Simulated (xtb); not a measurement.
Job for xtb: GFN-FF on C2H4F2 (SMILES FCCF), a point of a torsion scan.

```
$ xtb mol.xyz --gfnff --sp --chrg 0 --uhf 0
8

F      1.38918697     0.67386656    -0.81011198
C      0.74629486    -0.14725344     0.07551827
C     -0.76327716     0.02053084    -0.02922895
F     -1.20123817    -0.29520073    -1.28636492
H      1.08706291     0.11755621     1.08077381
H      1.04248113    -1.17088768    -0.17750090
H     -1.26756313    -0.64753773     0.67517922
H     -1.05228212     1.06185940     0.14883659
```

Program output:

```
[...]
           -------------------------------------------------
          |                Calculation Setup                |
           -------------------------------------------------



          ==================== Thresholds ====================
          CN  :   150.00000
          rep :   500.00000
          disp:  2500.00000
          HB1 :   250.00000
          HB2 :   450.00000

          Pauling EN used:
          Z : 1  EN :  2.20
          Z : 6  EN :  2.55
          Z : 9  EN :  3.98
          electric field strengths (au): 0.000

           -------------------------------------------------
          |           Force Field Initialization            |
           -------------------------------------------------

          distances ...
          ----------------------------------------
          generating topology and atomic info file ...
          pair mat ...
          computing topology distances matrix with Floyd-Warshall algo ...
          making topology EEQ charges ...
          #fragments for EEQ constrain: 1
          ----------------------------------------
          generating topology and atomic info file ...
          pair mat ...
          computing topology distances matrix with Floyd-Warshall algo ...
          making topology EEQ charges ...
          #fragments for EEQ constrain: 1
          rings ...
          # BATM   18
          # H in HB   4

  atom   neighbors  erfCN metchar sp-hybrid imet pi  qest     coordinates
    1  F       1    0.98   0.00         0    0    0  -0.245    2.625183    1.273423   -1.530890
    2  C       4    3.49   0.00         3    0    0   0.060    1.410293   -0.278269    0.142709
    3  C       4    3.49   0.00         3    0    0   0.060   -1.442385    0.038798   -0.055235
    4  F       1    0.98   0.00         0    0    0  -0.245   -2.270011   -0.557849   -2.430877
    5  H       1    0.97   0.00         0    0    0   0.093    2.054251    0.222149    2.042367
    6  H       1    0.97   0.00         0    0    0   0.093    1.970004   -2.212657   -0.335428
    7  H       1    0.97   0.00         0    0    0   0.093   -2.395347   -1.223669    1.275904
    8  H       1    0.97   0.00         0    0    0   0.093   -1.988525    2.006623    0.281260

          #atoms :   8
          #bonds :   7
          #angl  :   12
          #tors  :   9
          #nmol  :   1
          #optfrag :   1
           -------------------------------------------------
          |                   G F N - F F                   |
          |          A general generic force-field          |
          |                  Version 1.0.3                  |
           -------------------------------------------------
          Number of HB bonds (bound hydrogen)     24
          Number of HB bonds (unbound hydrogen)   0
          Number of XB bonds                      0

 E+G (total)                   0 d,  0 h,  0 min,  0.000 sec
 distance/D3 list               ...        0 min,  0.000 sec (  0.488%)
 non bonded repulsion           ...        0 min,  0.000 sec ( 18.436%)
 dCN                            ...        0 min,  0.000 sec (  2.192%)
 EEQ energy and q               ...        0 min,  0.000 sec ( 11.430%)
 D3                             ...        0 min,  0.000 sec ( 28.838%)
 EEQ gradient                   ...        0 min,  0.000 sec (  3.201%)
 bonds                          ...        0 min,  0.000 sec (  6.205%)
 bend and torsion               ...        0 min,  0.000 sec ( 12.130%)
 bonded ATM                     ...        0 min,  0.000 sec (  3.540%)
 HB/XB (incl list setup)        ...        0 min,  0.000 sec (  9.020%)

         :::::::::::::::::::::::::::::::::::::::::::::::::::::
Note: The following floating-point exceptions are signalling: IEEE_UNDERFLOW_FLAG IEEE_DENORMAL
normal termination of xtb
         ::                     SUMMARY                     ::
         :::::::::::::::::::::::::::::::::::::::::::::::::::::
         :: total energy              -1.025486730488 Eh    ::
         :: gradient norm              0.052089455991 Eh/a0 ::
         ::.................................................::
         :: bond energy               -1.028802045232 Eh    ::
         :: angle energy               0.000779748539 Eh    ::
         :: torsion energy             0.000007748911 Eh    ::
         :: repulsion energy           0.048983467985 Eh    ::
         :: electrostat energy        -0.041518803624 Eh    ::
         :: dispersion energy         -0.002029417411 Eh    ::
         :: HB energy                  0.000000000000 Eh    ::
         :: XB energy                  0.000000000000 Eh    ::
         :: bonded atm energy         -0.002907429656 Eh    ::
         :: external energy            0.000000000000 Eh    ::
         :: add. restraining           0.000000000000 Eh    ::
         :: total charge              -0.000000000000 e     ::
         :::::::::::::::::::::::::::::::::::::::::::::::::::::

           -------------------------------------------------
          |                Property Printout                |
           -------------------------------------------------

molecular dipole:
                 x           y           z       tot (Debye)
 q only:       -0.121      -0.298       1.265       3.318

           -------------------------------------------------
          | TOTAL ENERGY               -1.025486730488 Eh   |
          | GRADIENT NORM               0.052089455991 Eh/α |
           -------------------------------------------------
########################################################################
[WARNING] Runtime exception occurred
-1- gfnff_setup: Could not read topology file.
########################################################################

------------------------------------------------------------------------
------------------------------------------------------------------------
 total:
 SCF:
```

The run finished.

Cost: very roughly 0.03 core-seconds.
